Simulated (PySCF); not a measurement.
Compound: C₆H₇NO₂S.
Bonds: C1–S2, S2–O3 (double), S2–O4 (double), S2–C5, C5–C6 (aromatic), C6–C7 (aromatic), C7–C8 (aromatic), C8–C9 (aromatic), C9–N10 (aromatic), C5–N10 (aromatic). Hydrogens: H11, H12, H13 on C1; H14 on C6; H15 on C7; H16 on C8; H17 on C9.

Level of theory: PySCF, PBE0-D3(BJ)/def2-SVP geometry optimisation, gas phase.

Q: What internal coordinates does the optimisation give?

A: 
| bond | length (bohr) |
| --- | --- |
| C1–S2 | 3.362 |
| S2=O3, S2=O4 | 2.760 |
| S2–C5 | 3.409 |
| C5–C6 | 2.629 |
| C6–C7 | 2.632 |
| C7–C8 | 2.633 |
| C8–C9 | 2.638 |
| C9–N10 | 2.513 |
| C5–N10 | 2.498 |
| C1–H11, C1–H12, C1–H13 | 2.073 |
| C6–H14 | 2.062 |
| C7–H15 | 2.065 |
| C8–H16 | 2.063 |
| C9–H17 | 2.069 |

Bonds in one row agree within 0.02 bohr and their mean is given. A selection of angles:
| angle | degrees |
| --- | --- |
| C1–S2–O3 | 109.3 |
| C1–S2–O4 | 108.0 |
| C1–S2–C5 | 103.0 |
| O3–S2–O4 | 120.6 |
| O3–S2–C5 | 106.7 |
| S2–C5–C6 | 118.2 |
| S2–C5–N10 | 116.3 |
| C6–C5–N10 | 125.4 |
| C5–C6–C7 | 116.8 |
| C6–C7–C8 | 118.9 |
| C7–C8–C9 | 118.8 |
| C8–C9–N10 | 122.8 |
| C5–N10–C9 | 117.3 |

Torsions: C1–S2–C5–C6 138° (anticlinal). The mirror-image conformer, all signs reversed, is as good.

The C–S distances run from 1.779 Å (C1–S2, drawn single) to 1.804 Å (S2–C5, drawn single), a spread of 0.025 Å. S2 (sulfonyl sulfur) is distorted tetrahedral (angles from 103.0° to 120.6°). Of the pairs four or more bonds apart, O3···H14 is among the closest relative to their van der Waals radii: 2.51 Å, 92 % of the sum of Bondi's values. The 6-membered ring C5–C6–C7–C8–C9–N10 has internal angles of 116.8° to 125.4°; it is planar, 0.00 Å rms from its mean plane, widest ring torsion 1°.

Point group: C1 (no symmetry element, even within 0.4 Å). No frequency check. One conformer, not necessarily the lowest.

Hardware: Arm Neoverse V1, one thread (shared host). Cost: 5.7 min of wall time. This is the geometry optimisation.
